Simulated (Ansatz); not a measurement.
C6H17NSi (`CC(C)N([SiH3])C(C)C`), relaxed with RKS PBE0-D4/def2-TZVP in the Gaussian-basis code of Ansatz from a PBE-D4/def2-SVP geometry. The force threshold is 0.005 eV/Å; the program also tests the step.

Charge 0, multiplicity 1.

Start:

```xyz
25

C     0.649   -1.234   -1.870
C     0.404    0.028   -1.030
C     1.486    1.093   -1.272
N     0.235   -0.293    0.399
Si    1.571   -0.751    1.432
C    -1.038    0.077    1.040
C    -1.289    1.594    1.054
C    -2.228   -0.695    0.449
H     1.605   -1.721   -1.587
H    -0.165   -1.969   -1.714
H     0.702   -0.994   -2.953
H    -0.560    0.464   -1.373
H     1.271    2.016   -0.697
H     2.486    0.723   -0.958
H     1.557    1.360   -2.346
H     1.057   -1.693    2.490
H     2.250    0.389    2.165
H     2.630   -1.436    0.613
H    -0.943   -0.245    2.102
H    -0.441    2.130    1.527
H    -2.212    1.842    1.617
H    -1.414    1.994    0.026
H    -2.048   -1.787    0.500
H    -3.163   -0.466    1.000
H    -2.400   -0.425   -0.614
```

```json
{"step": "1", "energy (eV)": "-15858.0438", "largest force (eV/Å)": "0.502", "largest move (Å)": "0.000"}
{"step": "2", "energy (eV)": "-15858.1399", "largest force (eV/Å)": "0.270", "largest move (Å)": "0.043"}
{"step": "3", "energy (eV)": "-15858.1505", "largest force (eV/Å)": "0.067", "largest move (Å)": "0.015"}
{"step": "4", "energy (eV)": "-15858.1510", "largest force (eV/Å)": "0.018", "largest move (Å)": "0.007"}
{"step": "5", "energy (eV)": "-15858.1511", "largest force (eV/Å)": "0.009", "largest move (Å)": "0.007"}
{"step": "6", "energy (eV)": "-15858.1514", "largest force (eV/Å)": "0.030", "largest move (Å)": "0.030"}
{"step": "7", "energy (eV)": "-15858.1516", "largest force (eV/Å)": "0.030", "largest move (Å)": "0.023"}
{"step": "8", "energy (eV)": "-15858.1517", "largest force (eV/Å)": "0.022", "largest move (Å)": "0.044"}
{"step": "9", "energy (eV)": "-15858.1519", "largest force (eV/Å)": "0.014", "largest move (Å)": "0.025"}
{"step": "10", "energy (eV)": "-15858.1519", "largest force (eV/Å)": "0.010", "largest move (Å)": "0.008"}
{"step": "11", "energy (eV)": "-15858.1519", "largest force (eV/Å)": "0.004", "largest move (Å)": "0.010"}
```

End:

```xyz
25

C     0.589   -1.203   -1.853
C     0.403    0.052   -1.009
C     1.526    1.052   -1.252
N     0.246   -0.270    0.409
Si    1.571   -0.695    1.414
C    -1.031    0.059    1.035
C    -1.312    1.559    1.060
C    -2.190   -0.715    0.418
H     1.510   -1.722   -1.577
H    -0.244   -1.893   -1.705
H     0.649   -0.954   -2.916
H    -0.527    0.529   -1.332
H     1.368    1.965   -0.675
H     2.495    0.632   -0.961
H     1.591    1.317   -2.310
H     1.053   -1.540    2.524
H     2.293    0.454    2.043
H     2.580   -1.453    0.626
H    -0.949   -0.271    2.078
H    -0.499    2.096    1.553
H    -2.239    1.770    1.599
H    -1.421    1.961    0.050
H    -1.998   -1.789    0.458
H    -3.119   -0.507    0.954
H    -2.347   -0.436   -0.628
```

It took 37 s on 4 threads of an AMD EPYC 7R13 on a shared host and a share of an NVIDIA H100 80 GB, with 1 GiB of host memory at the peak.
